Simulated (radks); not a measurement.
Lu IV, configuration [Xe] 4f13.75 6p0.25 (fractional occupations, a model configuration).

All-electron calculation, Dirac Kohn-Sham, LDA (Slater exchange, Perdew-Wang correlation), spin-unpolarised, spherical densities, finite nucleus; open shells are shared between the two j in proportion to 2j + 1; Fermi nuclear charge, rms radius 5.37 fm. Program: a radial shooting solver on a logarithmic mesh with Libxc functionals.

Energy parts (hartree):
total: -14568.6610
kinetic: 16230.1884
electron-nucleus: -36158.9409
Hartree: 5652.4127
exchange-correlation: -292.3212

Orbitals (lengths in bohr, moments of r in powers of bohr; <r^-3> diverges for s and p1/2):
| orbital | occ. | eigenvalue (hartree) | <r^-3> | <r^2> | <r> |
|---|---|---|---|---|---|
| 1s1/2 | 2 | -2319.568 | - | 0.0005129 | 0.01934 |
| 2s1/2 | 2 | -395.5846 | - | 0.007872 | 0.08130 |
| 2p1/2 | 2 | -377.8231 | - | 0.005645 | 0.06743 |
| 2p3/2 | 4 | -336.8030 | 14140 | 0.006854 | 0.07504 |
| 3s1/2 | 2 | -90.47893 | - | 0.05169 | 0.2124 |
| 3p1/2 | 2 | -82.58706 | - | 0.04759 | 0.2021 |
| 3p3/2 | 4 | -73.84056 | 3140 | 0.05431 | 0.2164 |
| 3d3/2 | 4 | -60.36780 | 539.5 | 0.04239 | 0.1899 |
| 3d5/2 | 6 | -58.45634 | 465.3 | 0.04424 | 0.1943 |
| 4s1/2 | 2 | -18.86948 | - | 0.2584 | 0.4781 |
| 4p1/2 | 2 | -15.65386 | - | 0.2681 | 0.4850 |
| 4p3/2 | 4 | -13.65474 | 717.0 | 0.3055 | 0.5179 |
| 4d3/2 | 4 | -8.35063 | 106.5 | 0.3399 | 0.5408 |
| 4d5/2 | 6 | -7.98542 | 89.95 | 0.3545 | 0.5524 |
| 4f5/2 | 5.89286 | -1.48279 | 14.55 | 0.6383 | 0.7007 |
| 4f7/2 | 7.85714 | -1.42574 | 13.85 | 0.6651 | 0.7140 |
| 5s1/2 | 2 | -3.30979 | - | 1.516 | 1.161 |
| 5p1/2 | 2 | -2.40322 | - | 1.885 | 1.290 |
| 5p3/2 | 4 | -2.13543 | 94.44 | 2.193 | 1.392 |
| 6p1/2 | 0.0833333 | -0.73541 | - | 12.08 | 3.288 |
| 6p3/2 | 0.166667 | -0.69277 | 15.57 | 13.49 | 3.477 |

The highest occupied level is 6p3/2 at -18.851 eV. Summed over all electrons, <r^2> = 34.49 bohr^2, which gives a Langevin (diamagnetic) susceptibility term of -27.3 x 10^-6 cm^3/mol. The density falls to 0.001 e/bohr^3 at r = 3.35 bohr.
